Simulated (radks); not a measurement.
Values are calculated unless marked as measured or tabulated.
All-electron atom: Ba18+ in [Kr] 4d2. Code: a radial shooting solver on a logarithmic mesh with Libxc functionals. Model: scalar-relativistic Kohn-Sham, PBE, spin-unpolarised, spherical densities, point nucleus.

Normalised radial functions P(r) = r R(r), r in bohr:

r,3d,4d
0.001151,0.0000,0.0000
0.001475,0.0000,0.0000
0.00189,0.0001,0.0000
0.002422,0.0001,0.0001
0.003104,0.0002,0.0001
0.003977,0.0005,0.0002
0.005097,0.0009,0.0005
0.006531,0.0018,0.0010
0.00837,0.0035,0.0019
0.01073,0.0070,0.0037
0.01374,0.0136,0.0073
0.01761,0.0262,0.0140
0.02257,0.0496,0.0265
0.02892,0.0920,0.0490
0.03706,0.1659,0.0882
0.0475,0.2888,0.1528
0.06086,0.4810,0.2526
0.07799,0.7577,0.3926
0.09995,1.1146,0.5637
0.1281,1.5082,0.7288
0.1641,1.8441,0.8139
0.2103,1.9954,0.7188
0.2695,1.8619,0.3648
0.3454,1.4524,-0.2266
0.4426,0.9112,-0.8805
0.5672,0.4383,-1.3160
0.7268,0.1510,-1.3145
0.9314,0.0340,-0.9244
1.193,0.0045,-0.4460
1.529,0.0003,-0.1367
1.96,0.0000,-0.0236

3d: eigenvalue -1203.3 eV, 0 radial nodes, <r> = 0.264 bohr, 90 % of the charge inside 0.412 bohr. 4d: eigenvalue -469.93 eV, 1 radial node at r = 0.317 bohr, <r> = 0.685 bohr, 90 % of the charge inside 1.00 bohr.
